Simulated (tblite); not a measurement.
C3H9BN2S.
SMILES with atom numbers: `[CH3:1][NH2+:2][B@@H-:3]([C:4]#[N:5])[S:6][CH3:7]` (hydrogens: H8, H9, H10 on C1; H11, H12 on N2; H13 on B3; H14, H15, H16 on C7)
Bond orders are those of one Lewis drawing.

Computed with GFN2-xTB (tblite), gas phase: L-BFGS steps from a force-field or distance-geometry start until the largest atomic force falls under 0.01 eV/Å.

Step 47: E = -579.7817 eV
```
atom  x, y, z in Å  |  force x, y, z in eV/Å
C1     -2.0495   -0.9299    0.4653   -0.030  -0.005   0.015
N2     -0.6272   -0.7049    0.2084   -0.054  -0.033  -0.024
B3     -0.2478    0.7000   -0.5602   -0.020  -0.018   0.018
C4     -0.1754    1.8063    0.5052    0.042  -0.009  -0.021
N5     -0.0757    2.6385    1.2901   -0.005   0.078   0.129
S6      1.4719    0.3353   -1.3134    0.007  -0.083   0.078
C7      2.4336    0.1161    0.2276    0.036   0.064   0.016
H8     -2.2195   -1.8798    0.9743   -0.010   0.002  -0.008
H9     -2.4295   -0.1197    1.0833   -0.033   0.030   0.016
H10    -2.5885   -0.9254   -0.4800   -0.004  -0.001   0.018
H11    -0.2462   -1.4339   -0.3965   -0.003  -0.027   0.009
H12    -0.1094   -0.7208    1.0876   -0.020  -0.006  -0.055
H13    -1.0452    0.9024   -1.4047    0.017  -0.031  -0.109
H14     2.0651   -0.7323    0.8046    0.075   0.000  -0.063
H15     3.4640   -0.0657   -0.0572    0.002   0.003  -0.032
H16     2.3720    1.0229    0.8216   -0.001   0.035   0.014
```

Step 48: E = -579.7836 eV
```
atom  x, y, z in Å  |  force x, y, z in eV/Å
C1     -2.0558   -0.9296    0.4660    0.010  -0.010   0.004
N2     -0.6328   -0.7098    0.2082   -0.012  -0.006  -0.042
B3     -0.2471    0.6932   -0.5601   -0.044   0.054   0.037
C4     -0.1718    1.8009    0.5056    0.052   0.047   0.036
N5     -0.0658    2.6356    1.2879   -0.018   0.001   0.059
S6      1.4723    0.3339   -1.3115    0.020  -0.094   0.052
C7      2.4370    0.1209    0.2274    0.051   0.063   0.038
H8     -2.2238   -1.8797    0.9747   -0.038   0.000  -0.003
H9     -2.4319   -0.1180    1.0851   -0.034   0.016   0.005
H10    -2.5932   -0.9239   -0.4802   -0.014   0.000   0.031
H11    -0.2515   -1.4383   -0.3973   -0.021  -0.035   0.014
H12    -0.1132   -0.7261    1.0866   -0.027  -0.008  -0.053
H13    -1.0414    0.9057   -1.4064    0.020  -0.057  -0.094
H14     2.0713   -0.7292    0.8039    0.091  -0.002  -0.064
H15     3.4698   -0.0533   -0.0569   -0.031  -0.005  -0.028
H16     2.3705    1.0266    0.8231   -0.004   0.037   0.007
```

Step 49: E = -579.7866 eV
```
atom  x, y, z in Å  |  force x, y, z in eV/Å
C1     -2.0654   -0.9296    0.4674    0.043  -0.007  -0.017
N2     -0.6416   -0.7184    0.2066    0.035   0.040  -0.053
B3     -0.2471    0.6836   -0.5598   -0.063   0.143   0.052
C4     -0.1612    1.7923    0.5079    0.035   0.067   0.042
N5     -0.0432    2.6316    1.2847   -0.027  -0.065   0.006
S6      1.4732    0.3279   -1.3080    0.017  -0.096   0.009
C7      2.4420    0.1314    0.2283    0.058   0.054   0.068
H8     -2.2335   -1.8805    0.9737   -0.066  -0.001   0.009
H9     -2.4357   -0.1156    1.0879   -0.026  -0.010  -0.007
H10    -2.6015   -0.9200   -0.4795   -0.033  -0.001   0.037
H11    -0.2611   -1.4472   -0.3989   -0.043  -0.045   0.006
H12    -0.1199   -0.7370    1.0833   -0.023  -0.007  -0.037
H13    -1.0368    0.9086   -1.4105    0.045  -0.088  -0.038
H14     2.0835   -0.7235    0.8024    0.107  -0.005  -0.049
H15     3.4779   -0.0299   -0.0552   -0.059  -0.006  -0.021
H16     2.3630    1.0354    0.8256    0.001   0.026  -0.009
```

Step 50: E = -579.7899 eV
```
atom  x, y, z in Å  |  force x, y, z in eV/Å
C1     -2.0750   -0.9292    0.4688    0.056  -0.001  -0.033
N2     -0.6508   -0.7268    0.2038    0.064   0.075  -0.051
B3     -0.2485    0.6760   -0.5589   -0.054   0.180   0.044
C4     -0.1519    1.7837    0.5111   -0.005   0.045   0.003
N5     -0.0249    2.6261    1.2830   -0.023  -0.069   0.013
S6      1.4741    0.3207   -1.3017    0.006  -0.089  -0.051
C7      2.4497    0.1424    0.2301    0.042   0.026   0.076
H8     -2.2458   -1.8801    0.9736   -0.079   0.001   0.022
H9     -2.4398   -0.1119    1.0894   -0.014  -0.035  -0.015
H10    -2.6114   -0.9163   -0.4774   -0.050   0.000   0.027
H11    -0.2718   -1.4577   -0.4000   -0.065  -0.043  -0.010
H12    -0.1274   -0.7480    1.0789   -0.012  -0.001  -0.011
H13    -1.0308    0.9103   -1.4173    0.065  -0.107   0.025
H14     2.1020   -0.7186    0.8008    0.111  -0.011  -0.017
H15     3.4864   -0.0059   -0.0565   -0.049  -0.002  -0.017
H16     2.3584    1.0443    0.8283    0.006   0.032  -0.005
```

Task: Estimate the geometry and energy of step 51. (The exact step hangs on the optimiser's Hessian estimate; all steps are aligned on step 50, rigid shifts and turns removed.)

Result: E = -579.7942 eV, largest force 0.164 eV/Å
```
atom  x, y, z in Å  |  force x, y, z in eV/Å
C1     -2.0859   -0.9285    0.4700    0.044   0.007  -0.042
N2     -0.6617   -0.7345    0.1985    0.063   0.088  -0.032
B3     -0.2514    0.6709   -0.5586   -0.010   0.150   0.011
C4     -0.1418    1.7740    0.5144   -0.064   0.007  -0.058
N5     -0.0066    2.6170    1.2834   -0.006  -0.026   0.063
S6      1.4744    0.3073   -1.2928    0.001  -0.073  -0.105
C7      2.4605    0.1548    0.2339    0.010  -0.014   0.054
H8     -2.2614   -1.8794    0.9734   -0.072   0.010   0.036
H9     -2.4446   -0.1079    1.0910    0.002  -0.059  -0.018
H10    -2.6261   -0.9127   -0.4733   -0.057   0.004   0.003
H11    -0.2854   -1.4705   -0.4010   -0.082  -0.022  -0.035
H12    -0.1369   -0.7585    1.0720    0.008   0.008   0.020
H13    -1.0228    0.9130   -1.4272    0.074  -0.118   0.086
H14     2.1321   -0.7149    0.8018    0.097  -0.007   0.023
H15     3.4965    0.0236   -0.0600   -0.018   0.012  -0.015
H16     2.3536    1.0553    0.8305    0.012   0.033   0.009
```

The energy changes by -0.0043 eV. The first-order estimate −F·Δx gives -0.0058 eV and the mean of the old and new forces, exact on a quadratic surface, -0.0043 eV. The step makes an angle of 77° with the force vector and moves no atom by more than 0.031 Å.

What follows is the cost of the whole relaxation. Time: 1.2 s. Hardware: one thread of an Arm Neoverse N1, shared host with 64 logical CPUs at a one-minute load of 61.
